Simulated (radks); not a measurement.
Species: Se2+. Configuration: [Ar] 3d10 4s2 4p2. Method: non-relativistic Kohn-Sham, LDA (Slater exchange, Perdew-Wang correlation), spin-polarised, spherical densities, point nucleus; open shells are filled with parallel spins first; computed with a radial shooting solver on a logarithmic mesh with Libxc functionals.

Local quantities along the radius. ELF = 1/(1 + alpha^2) is the electron localisation function; alpha = (tau - tau_W)/tau_unif compares the Pauli kinetic energy density with that of the uniform gas (summed over spins).

```
   r/bohr * ELF (the largest magnitude, 1, reaches the edge; | marks zero)
 0.003769 |                                                      *
 0.004907 |                                                      *
 0.006441 |                                                      *
 0.008388 |                                                      *
  0.01092 |                                                      *
  0.01434 |                                                      *
  0.01867 |                                                      *
  0.02431 |                                                     *
   0.0319 |                                                   *
  0.04154 |                                         *
   0.0541 |                       *
    0.071 |               *
  0.09246 |                       *
   0.1214 |                                      *
    0.158 |                                          *
   0.2058 |                                *
   0.2701 |              *
   0.3517 |                    *
   0.4579 |                                      *
   0.6011 |                                         *
   0.7827 |                                 *
    1.019 |              *
    1.338 |             *
    1.742 |                                    *
    2.286 |                                           *
    2.977 |                               *
    3.877 |       *
    5.089 *
    6.626 *
```

On this mesh the ELF has minima near r = 0.071, 0.31, 1.2 bohr, which separate the shells, and maxima near 0.16 (0.79), 0.60 (0.77), 2.3 (0.79).
